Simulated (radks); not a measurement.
Task: All-electron calculation, scalar-relativistic Kohn-Sham, BLYP, spin-polarised, spherical densities, finite nucleus; open shells are filled with parallel spins first (spin-orbit coupling, left out, can overturn this in heavy ions); Fermi nuclear charge, rms radius of each element as measured or else 0.836 A^(1/3) + 0.57 fm. Program: a radial shooting solver on a logarithmic mesh with Libxc functionals. Each species is in its NIST ground configuration. Rank Hg, Au, W, Re, Pt, Hf, Ir, Os, Lu, Ta by Delta-SCF ionisation energy (eV), largest first.

Result: Hg 10.526, Au 9.593, Pt 9.481, Ir 9.186, Os 8.661, Re 8.067, W 7.856, Ta 7.615, Hf 6.680, Lu 5.247.
